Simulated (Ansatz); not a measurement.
Relaxation of a periodic cell of 17 atoms, Li16B (host Li, host structure bcc, interstitial B), to a largest force component of 0.08 eV/Å in at most 25 steps.

Computed with DFT PBEsol, scalar-relativistic, plane waves, PAW in Ansatz 0.2.0. Settings: accuracy low, cutoff 420 eV, k mesh 2x2x2, fermi-dirac smearing 0.1 eV, no spin polarisation.

```xyz
17
Lattice="6.9800 0.0000 0.0000 0.0000 6.9800 0.0000 0.0000 0.0000 6.9800" Properties=species:S:1:pos:R:3
Li 0.000 0.000 0.000
Li 3.490 0.000 0.000
Li 0.000 3.490 0.000
Li 0.000 0.000 3.490
Li 1.745 1.745 1.745
Li 3.490 3.490 0.000
Li 3.490 0.000 3.490
Li 5.235 1.745 1.745
Li 0.000 3.490 3.490
Li 1.745 5.235 1.745
Li 1.745 1.745 5.235
Li 3.490 3.490 3.490
Li 5.235 5.235 1.745
Li 5.235 1.745 5.235
Li 1.745 5.235 5.235
Li 5.235 5.235 5.235
B 5.245 2.621 -0.022
```

Task: Where does it end, and by what steps?

Result: The run converged. Limits of this set-up: coarse k mesh, odd electron count without spin, low accuracy level. After 4 steps the energy has fallen by 1.012 eV; Li16 moved furthest, 0.59 Å. Joined: Li1–Li2 (3.49 → 2.91 Å), Li1–Li3 (3.49 → 2.98 Å), Li2–Li6 (3.49 → 2.98 Å), Li3–Li6 (3.49 → 2.87 Å), Li8–Li13 (3.49 → 2.97 Å), Li8–Li14 (3.49 → 2.87 Å).

```csv
step,energy less start (eV),largest force component (eV/Å),accepted
0,0.0000,1.050,yes
1,-0.5658,0.524,yes
2,-0.8574,0.118,yes
3,-0.9933,0.120,yes
4,-1.0123,0.057,yes
```

```xyz
17
Lattice="6.9800 0.0000 0.0000 0.0000 6.9800 0.0000 0.0000 0.0000 6.9800" Properties=species:S:1:pos:R:3
Li -0.291 0.511 -0.002
Li 3.782 0.510 -0.002
Li 0.313 3.425 0.000
Li -0.180 -0.287 3.488
Li 1.745 1.621 1.946
Li 3.180 3.424 0.000
Li 3.671 -0.286 3.488
Li 5.235 1.813 2.053
Li 0.201 3.614 3.490
Li 1.746 5.521 1.564
Li 1.745 1.621 5.034
Li 3.289 3.614 3.490
Li 5.236 4.726 1.452
Li 5.235 1.809 4.920
Li 1.746 5.523 5.415
Li 5.236 4.724 5.526
B 5.237 2.618 -0.005
```

The run took 17 s on 1 thread of Intel(R) Xeon(R) Platinum 8488C (Sapphire Rapids) (shared host), peak memory 0.57 GiB.
